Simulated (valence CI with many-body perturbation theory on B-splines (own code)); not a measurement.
# La XLIII in three bases

Calculated by configuration interaction combined with many-body perturbation theory (CI+MBPT): five valence electrons over a frozen Dirac-Fock core [Ne], radial functions for each j: 9 s, 9 p, 8 d, 6 f, 3 g, 1 h, with the one-electron correlation potential Σ1, the two-electron term Σ2, the three-electron term Σ3, Breit, model QED; selected CI, second order for the rest, scaled by the run's own slope (own B-spline code, finite nucleus).

The last digits are not significant, and no measured levels were compared; by estimate large intervals hold to a few tenths of a per cent, small ones and those within an open d or f shell to about a per cent. Among the levels kept, up to 1500 cm⁻¹ of a level comes from second order outside the variational space, and about a tenth of that is noise between levels of different J, which matters for small intervals.

The reference run has the lowest level (3s^2 3p1/2^2 3p3/2) J=3/2 and an ionisation energy of 3224.45 eV. Its largest variational space holds 20000 state functions.

Levels are named by their leading jj configuration (3d3/2^4 stands for four electrons in 3d with j = 3/2), which in mixed levels can hold well under half, so a name can repeat and another be missing. Letters in brackets count levels of one name in rising energy.

Changed runs:
A. basis 6 s, 6 p, 5 d, 3 f, 1 g
B. basis 5 s, 5 p, 4 d, 2 f

Excitation energies of the reference run in cm⁻¹, and shifts in cm⁻¹:

```
                             Level  Reference       A      B
        (3s^2 3p1/2 3p3/2^2) J=3/2     753836    -109   -338
        (3s^2 3p1/2 3p3/2^2) J=5/2     824455     +30   +158
        (3s^2 3p1/2 3p3/2^2) J=1/2     911727     +75   +303
        (3s^2 3p1/2^2 3d3/2) J=3/2    1316500    +305   +679
        (3s^2 3p1/2^2 3d5/2) J=5/2    1539390    +196   +347
              (3s^2 3p3/2^3) J=3/2    1675760     -15    +21
        (3s 3p1/2^2 3p3/2^2) J=5/2    1721910     +63   +186
        (3s 3p1/2^2 3p3/2^2) J=1/2    1867360    -5.1    +23
        (3s 3p1/2^2 3p3/2^2) J=3/2    1872410     +23    +12
(3s^2 3p1/2 3p3/2 3d3/2) J=5/2 [a]    2064380    +222   +391
(3s^2 3p1/2 3p3/2 3d3/2) J=3/2 [a]    2074620    +161   +249
(3s^2 3p1/2 3p3/2 3d3/2) J=1/2 [a]    2078620    +128   +130
            Ionisation energy (eV)    3224.45  -0.041  -0.14
```
